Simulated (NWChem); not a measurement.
System: AlH, singlet; SMILES [AlH]

Output (shortened):

```
             Northwest Computational Chemistry Package (NWChem) 7.3.0
             --------------------------------------------------------

                             Geometry "geometry" -> ""
                             -------------------------

 Output coordinates in angstroms (scale by  1.889725989 to convert to a.u.)

  No.       Tag          Charge          X              Y              Z
 ---- ---------------- ---------- -------------- -------------- --------------
    1 Al                  13.0000     0.00000000     0.00000000     0.14227400
    2 H                    1.0000     0.00000000     0.00000000    -1.52490800

 Effective nuclear repulsion energy (a.u.)       4.1263066882

  pbe96 is a nonlocal functional; adding pw91lda local functional.
                              NWChem Property Module
                              ----------------------

                                 NWChem DFT Module
                                 -----------------

 Summary of "ao basis" -> "ao basis" (spherical)
 ------------------------------------------------------------------------------
       Tag                 Description            Shells   Functions and Types
 ---------------- ------------------------------  ------  ---------------------
 Al                         6-31+g*                 10       22   5s4p1d
 H                          6-31+g*                  2        2   2s

            General Information
            -------------------
          SCF calculation type: DFT
          Wavefunction type:  closed shell.
          No. of atoms     :     2
          No. of electrons :    14
           Alpha electrons :     7
            Beta electrons :     7
          Charge           :     0
          Spin multiplicity:     1
          Use of symmetry is: off; symmetry adaption is: off
          Maximum number of iterations: 150
          AO basis - number of functions:    24
                     number of shells:    12
          Convergence on energy requested:  1.00D-06
          Convergence on density requested:  1.00D-05
          Convergence on gradient requested:  5.00D-04

              XC Information
              --------------
          PerdewBurkeErnzerhof Exchange Functional  1.000
            Perdew 1991 LDA Correlation Functional  1.000 local
           PerdewBurkeErnz. Correlation Functional  1.000 non-local

             Grid Information
             ----------------
          Grid used for XC integration:  medium
          Radial quadrature: Mura-Knowles
          Angular quadrature: Lebedev.
          Tag              B.-S. Rad. Rad. Pts. Rad. Cut. Ang. Pts.
          ---              ---------- --------- --------- ---------
          Al                  1.25       88           9.0       590
          H                   0.35       45           8.0       434
          Grid pruning is: on
          Number of quadrature shells:   133
          Spatial weights used:  Erf1

      Superposition of Atomic Density Guess
      -------------------------------------

 Sum of atomic energies:        -242.35708288

      Non-variational initial energy
      ------------------------------

 Total energy =    -242.253286
 1-e energy   =    -345.288475
 2-e energy   =      98.908882
 HOMO         =      -0.191361
 LUMO         =      -0.013166

   convergence    iter        energy       DeltaE   RMS-Dens  Diis-err
 ---------------- ----- ----------------- --------- --------- ---------
 d= 0,ls=0.0,diis     1   -242.8034783603 -2.47D+02  2.73D-02  4.93D-02
 d= 0,ls=0.0,diis     2   -242.8090148884 -5.54D-03  1.54D-02  1.58D-02
 d= 0,ls=0.0,diis     3   -242.8139285689 -4.91D-03  3.83D-03  1.78D-03
 d= 0,ls=0.0,diis     4   -242.8144894869 -5.61D-04  3.01D-04  8.04D-06
 d= 0,ls=0.0,diis     5   -242.8144921552 -2.67D-06  4.21D-05  2.57D-07
 d= 0,ls=0.0,diis     6   -242.8144922335 -7.84D-08  1.36D-06  1.05D-10

         Total DFT energy =     -242.814492233548
      One electron energy =     -345.531735938284
           Coulomb energy =      117.383331877841
    Exchange-Corr. energy =      -18.792394861275
 Nuclear repulsion energy =        4.126306688170

 Numeric. integr. density =       13.999997077351

                       DFT Final Molecular Orbital Analysis
                       ------------------------------------

 Vector    5  Occ=2.000000D+00  E=-2.543026D+00
              MO Center=  5.1D-13, -6.0D-13,  1.4D-01, r^2= 1.3D-01
   Bfn.  Coefficient  Atom+Function         Bfn.  Coefficient  Atom+Function
  ----- ------------  ---------------      ----- ------------  ---------------
     5      0.991540  1 Al pz                 9      0.036166  1 Al pz

 Vector    6  Occ=2.000000D+00  E=-3.273427D-01
              MO Center=  3.2D-11, -4.3D-11, -6.5D-01, r^2= 1.8D+00
   Bfn.  Coefficient  Atom+Function         Bfn.  Coefficient  Atom+Function
  ----- ------------  ---------------      ----- ------------  ---------------
     6      0.555066  1 Al s                  2     -0.245626  1 Al s
    23      0.223161  2 H  s                 24      0.216972  2 H  s
    10      0.215021  1 Al s                  9     -0.154460  1 Al pz
     5      0.064253  1 Al pz                 1      0.050809  1 Al s
    20      0.033750  1 Al d  0              17     -0.031837  1 Al pz

[...]

 DFT Linear Response polarizability / au
 Frequency  =       0.0000000 / au
              X              Y              Z
 -----------------------------------------------
 X      35.4908195     -0.0000000     -0.0000000
 Y      -0.0000000     35.4908195      0.0000000
 Z      -0.0000000      0.0000000     45.9246803
 -----------------------------------------------
 Eigenvalues =      35.4908195     35.4908196     45.9246803
 Isotropic   =      38.9687731
 Anisotropic =      10.4338608
 -----------------------------------------------

 Magnetic Dipole Response Matrix (nonzero elements):

 Exiting AOResponse driver routine
```

Level: PBE/6-31+G* (spherical d). Low-valent species are run as closed-shell singlets; no triplet was tried in these runs. The geometry was optimised at PBE0/def2-SVP.

### Question
Which NWChem input produces such a log?

### Answer
Several could match; the one computed here: the input that was run:
```
start job
memory heap 200 mb stack 900 mb global 1100 mb
geometry units angstroms noautosym nocenter noautoz
  Al     0.000000     0.000000     0.142274
  H      0.000000     0.000000    -1.524908
end
basis spherical
  Al library 6-31+g*
  H library 6-31+g*
end
dft
  xc xpbe96 cpbe96
  iterations 150
end
property
  response 1 0.0
end
task dft property
```
